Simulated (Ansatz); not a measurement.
Ansatz (a program for electronic structure) input (HF/3-21G): The .json file is the Basis Set Exchange's 3-21G.

Ansatz 0.2 input:
```yaml
crystal:
  periodic: [false, false, false]
  atoms:
    - {symbol: C, position_ang: [2.32003156, -0.21338363, 0.15870825]}
    - {symbol: C, position_ang: [0.97293156, -0.28716560, 0.14835701]}
    - {symbol: C, position_ang: [0.04644238, 0.73158387, -0.30132222]}
    - {symbol: C, position_ang: [-1.31808495, 0.71461345, -0.33571114]}
    - {symbol: C, position_ang: [-2.02881568, -0.52945280, 0.15751773]}
    - {symbol: H, position_ang: [2.93969569, -1.02943903, 0.51520037]}
    - {symbol: H, position_ang: [2.83639264, 0.67598779, -0.19364562]}
    - {symbol: H, position_ang: [0.53479063, -1.21220202, 0.51784304]}
    - {symbol: H, position_ang: [0.55952661, 1.63510270, -0.65962978]}
    - {symbol: H, position_ang: [-2.72121107, -0.25516495, 0.96475008]}
    - {symbol: H, position_ang: [-2.67244515, -0.92009068, -0.64211496]}
    - {symbol: H, position_ang: [-1.43177855, -1.39136554, 0.53229906]}
basis:
  gaussian:
    orbitals: 3-21G.json
hamiltonian:
  xc: {name: HF}
total_charge: -1
relax: {f_tol: 0.003, max_steps: 120}
```

Output:

```
Functional definition: HF
integrals: 0.02 GiB planned
849 factors; integrals over basis functions are off by at most 6.3e-4 eV
mean field: 0.14 GiB planned
mean field evaluation 1: about -5227.3103 eV, gradient 2.5e1 eV
mean field evaluation 2: about -5227.5832 eV, gradient 2.5e1 eV
mean field evaluation 4: about -5229.7309 eV, gradient 3.8e0 eV
mean field evaluation 8: about -5229.7900 eV, gradient 1.2e-1 eV
mean field -5229.79017799 eV, -192.1912441621 hartree, gradient 4.6e-5 eV, S^2 0.000000; 0 other end points of the search recorded, 0 dependent functions left out
the calculation of the forces begins
reference -5229.79017799 eV, -192.1912441621 hartree; 19, 19 occupied and 40, 40 virtual orbitals, 849 factors
relax step   1: F+E_penalty+E_count = -5229.79017799 eV  Δ(F+E_penalty+E_count) = +0.000e0 eV  max|allowed force component| = 1.039e0 eV/Å  Δτ_max = 0.0000 Å  (37 SCF iters, accepted)
these checks for a lower state are left out or cut short: starts, cluster_reference, orbital_swaps, neighbouring_geometries, increment
integrals: 0.02 GiB planned
849 factors; integrals over basis functions are off by at most 6.4e-4 eV
mean field: 0.14 GiB planned
mean field evaluation 16: about -5229.8177 eV, gradient 7.5e-1 eV
mean field -5229.81945398 eV, -192.1923200347 hartree, gradient 8.2e-5 eV, S^2 0.000000; 0 other end points of the search recorded, 0 dependent functions left out
the calculation of the forces begins
reference -5229.81945398 eV, -192.1923200347 hartree; 19, 19 occupied and 40, 40 virtual orbitals, 849 factors
relax step   2: F+E_penalty+E_count = -5229.81945398 eV  Δ(F+E_penalty+E_count) = -2.928e-2 eV  max|allowed force component| = 5.090e-1 eV/Å  Δτ_max = 0.0588 Å  (36 SCF iters, accepted)
these checks for a lower state are left out or cut short: starts, cluster_reference, orbital_swaps, neighbouring_geometries, increment
integrals: 0.02 GiB planned
849 factors; integrals over basis functions are off by at most 6.4e-4 eV
mean field: 0.14 GiB planned
mean field -5229.82630705 eV, -192.1925718805 hartree, gradient 8.3e-5 eV, S^2 0.000000; 0 other end points of the search recorded, 0 dependent functions left out
the calculation of the forces begins
reference -5229.82630705 eV, -192.1925718805 hartree; 19, 19 occupied and 40, 40 virtual orbitals, 849 factors
relax step   3: F+E_penalty+E_count = -5229.82630705 eV  Δ(F+E_penalty+E_count) = -6.853e-3 eV  max|allowed force component| = 1.779e-1 eV/Å  Δτ_max = 0.0245 Å  (37 SCF iters, accepted)
these checks for a lower state are left out or cut short: starts, cluster_reference, orbital_swaps, neighbouring_geometries, increment
integrals: 0.02 GiB planned
849 factors; integrals over basis functions are off by at most 6.4e-4 eV
mean field: 0.14 GiB planned
mean field evaluation 32: about -5229.8255 eV, gradient 7.5e-1 eV
mean field -5229.82733381 eV, -192.1926096132 hartree, gradient 8.2e-5 eV, S^2 0.000000; 0 other end points of the search recorded, 0 dependent functions left out
the calculation of the forces begins
reference -5229.82733381 eV, -192.1926096132 hartree; 19, 19 occupied and 40, 40 virtual orbitals, 849 factors
relax step   4: F+E_penalty+E_count = -5229.82733381 eV  Δ(F+E_penalty+E_count) = -1.027e-3 eV  max|allowed force component| = 4.970e-2 eV/Å  Δτ_max = 0.0054 Å  (37 SCF iters, accepted)
these checks for a lower state are left out or cut short: starts, cluster_reference, orbital_swaps, neighbouring_geometries, increment
integrals: 0.02 GiB planned
849 factors; integrals over basis functions are off by at most 6.4e-4 eV
mean field: 0.14 GiB planned
mean field -5229.82739832 eV, -192.1926119840 hartree, gradient 8.2e-5 eV, S^2 0.000000; 0 other end points of the search recorded, 0 dependent functions left out
the calculation of the forces begins
reference -5229.82739832 eV, -192.1926119840 hartree; 19, 19 occupied and 40, 40 virtual orbitals, 849 factors
relax step   5: F+E_penalty+E_count = -5229.82739832 eV  Δ(F+E_penalty+E_count) = -6.451e-5 eV  max|allowed force component| = 1.205e-2 eV/Å  Δτ_max = 0.0017 Å  (37 SCF iters, accepted)
these checks for a lower state are left out or cut short: starts, cluster_reference, orbital_swaps, neighbouring_geometries, increment
integrals: 0.02 GiB planned
849 factors; integrals over basis functions are off by at most 6.4e-4 eV
mean field: 0.14 GiB planned
mean field -5229.82739760 eV, -192.1926119575 hartree, gradient 8.2e-5 eV, S^2 0.000000; 0 other end points of the search recorded, 0 dependent functions left out
the calculation of the forces begins
reference -5229.82739760 eV, -192.1926119575 hartree; 19, 19 occupied and 40, 40 virtual orbitals, 849 factors
relax step   6: F+E_penalty+E_count = -5229.82739760 eV  Δ(F+E_penalty+E_count) = +7.191e-7 eV  max|allowed force component| = 8.025e-3 eV/Å  Δτ_max = 0.0014 Å  (37 SCF iters, rejected (line search))
these checks for a lower state are left out or cut short: starts, cluster_reference, orbital_swaps, neighbouring_geometries, increment
integrals: 0.02 GiB planned
849 factors; integrals over basis functions are off by at most 6.4e-4 eV
mean field: 0.14 GiB planned
mean field -5229.82740376 eV, -192.1926121839 hartree, gradient 8.2e-5 eV, S^2 0.000000; 0 other end points of the search recorded, 0 dependent functions left out
the calculation of the forces begins
reference -5229.82740376 eV, -192.1926121839 hartree; 19, 19 occupied and 40, 40 virtual orbitals, 849 factors
relax step   7: F+E_penalty+E_count = -5229.82740376 eV  Δ(F+E_penalty+E_count) = -5.441e-6 eV  max|allowed force component| = 9.342e-4 eV/Å  Δτ_max = 0.0006 Å  (38 SCF iters, accepted)
integrals: 0.02 GiB planned
849 factors; integrals over basis functions are off by at most 6.4e-4 eV
mean field: 0.14 GiB planned
mean field evaluation 64: about -5229.8256 eV, gradient 7.5e-1 eV
mean field -5229.82740376 eV, -192.1926121839 hartree, gradient 8.2e-5 eV, S^2 0.000000; 1 other end points of the search recorded, 0 dependent functions left out
the calculation of the forces begins
reference -5229.82740376 eV, -192.1926121839 hartree; 19, 19 occupied and 40, 40 virtual orbitals, 849 factors
Total energy: -5229.82740376 eV, -192.1926121839 hartree
Atom 0 at     2.320229    -0.211534     0.157949 Å, force     0.000397    -0.000928     0.000396 eV/Å
Atom 1 at     0.987785    -0.290430     0.150159 Å, force     0.000934     0.000149    -0.000033 eV/Å
Atom 2 at     0.053258     0.735065    -0.302556 Å, force    -0.000445    -0.000183     0.000062 eV/Å
Atom 3 at    -1.309097     0.726058    -0.340174 Å, force     0.000124     0.000401    -0.000162 eV/Å
Atom 4 at    -2.044721    -0.545801     0.163800 Å, force     0.000216     0.000034    -0.000008 eV/Å
Atom 5 at     2.942190    -1.016969     0.510116 Å, force    -0.000169     0.000080    -0.000038 eV/Å
Atom 6 at     2.833580     0.668825    -0.190767 Å, force    -0.000758     0.000581    -0.000263 eV/Å
Atom 7 at     0.554860    -1.207173     0.516371 Å, force    -0.000328     0.000061    -0.000035 eV/Å
Atom 8 at     0.560687     1.628378    -0.656812 Å, force     0.000157     0.000056    -0.000018 eV/Å
Atom 9 at    -2.725196    -0.253016     0.964924 Å, force    -0.000052     0.000042     0.000074 eV/Å
Atom 10 at    -2.676369    -0.918778    -0.643961 Å, force    -0.000047    -0.000024    -0.000084 eV/Å
Atom 11 at    -1.459731    -1.395601     0.533203 Å, force    -0.000029    -0.000269     0.000110 eV/Å
Dipole moment:     0.404459    -0.642358     0.278084 e Å
```

The dipole moment of an ion depends on the origin.

The geometry given is a B3LYP-D3(BJ)/def2-TZVP minimum.
